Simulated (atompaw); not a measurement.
**oxygen (O): one change to a PAW (atompaw) potential, before and after**

```
Element                 : O (Z = 8)
Generator               : atompaw 4.2.0.5
Type                    : PAW
Functional              : PBE
Relativity              : non-relativistic
Frozen core             : [He]
Valence charge          : 6
Reference configuration : 2s1 2p5
Partial waves           : 2s (bound): rc 2.25 bohr; 2s channel at 0.05 Ry: rc 0.80 bohr; 2p (bound): rc 2.25 bohr; 2p channel at 0.1 Ry: rc 2.25 bohr; 3d channel at -0.1 Ry: rc 2.25 bohr; 3d channel at 2.05 Ry: rc 2.25 bohr
Local potential         : bessel scheme, radius 1.65 bohr
Core correction         : smooth core density matched at 1.15 bohr
Augmentation charge     : besselshape compensation charge, radius 2.15 bohr; PAW radius 2.25 bohr; waves and projectors: custom rrkj gramschmidtortho
```

Change: all radii scaled by about 1.23 (s 2.76, p 2.76, d 2.76 bohr); local potential bessel scheme, radius 2.02 bohr; augmentation besselshape compensation charge, radius 2.64 bohr; PAW radius 2.76 bohr; waves and projectors: custom rrkj gramschmidtortho; core correction smooth core density matched at 1.42 bohr.

Cutoffs: the cutoffs (Ry, on a coarse ladder) from which the occupation-weighted sum of valence levels, in a spherical-Bessel basis at the reference potential, stays within 10 and 1 mRy of its value at 400 Ry; they do not see the model core or the augmentation charge, which bear on the density cutoff.

Task: What does the change do?

Result: The potential gets softer (15 Ry and 18 Ry → 8 Ry and 12 Ry); neither file shows a bound ghost. A larger radius leaves more room for a smooth pseudo-wave, so fewer plane waves are needed.

| quantity | base | changed |
| --- | --- | --- |
| cutoff, loose | 15 Ry | 8 Ry |
| cutoff, tight | 18 Ry | 12 Ry |
| loose cutoff by channel (10 mRy a level) | s 8 Ry, p 10 Ry | s 6 Ry, p 6 Ry |
| bound ghosts | none | none |
| lowest overlap eigenvalue by channel | s 0.30, p 0.21, d 0.98 | s 0.59, p 0.10, d 0.98 |

 The cutoffs see the waves, projectors and local potential, not the compensation charge or the core.
